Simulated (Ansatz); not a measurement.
Reaction (atomization): `N[SiH2]N[SiH2]N` → 9 H• + 3 N• + 2 Si•

Calculated with Ansatz (gas phase, PBE0-D4/def2-TZVP geometries, no zero-point term in ΔE). CBS: MP2 limit from def2 TZ/QZ plus the TZ coupled-cluster correction, frozen cores. This one scheme is used for every species, atoms too. For atomizations the MP2-based limit and the directly extrapolated one differ by several kJ/mol either way, and by 10 to 25 for some Ge, Se and Sn compounds, so smaller differences from it don't rank the levels. DFT in def2-TZVPP. Open shells (•) are unrestricted, without spin–orbit coupling. Spin–orbit coupling would lower the free atoms: a little for Si. Each species was taken in one conformer, which may not be the lowest.

| level | ΔE (eV) |
| --- | --- |
| BLYP-D4 | 49.45 |
| PBE0-D4 | 48.91 |
| HF/def2-SVP | 33.97 |
| HF/def2-QZVPP | 34.80 |

Task: What does CCSD(T)/CBS give? (An estimate is asked.)

Result: Ansatz gave: +49.51 eV. The listed levels differ from it by -0.06, -0.60, -15.54, -14.71 eV.

Largest T1 diagnostic among the species: 0.012.

Leaving LDA and LC-ωPBE aside and taking each functional with its dispersion term where it has one, the values, not all of them listed here, spread over 1.49 eV, from r2SCAN0-D4 to CAM-B3LYP-D4. LDA lies +6.36 eV from PBE without D4, its usual overbinding. From PBE to PBE0 (25 % exact exchange), in def2-TZVPP and without D4, ΔE moves by −0.67 eV: exact exchange takes away binding that semilocal exchange gives to molecules.
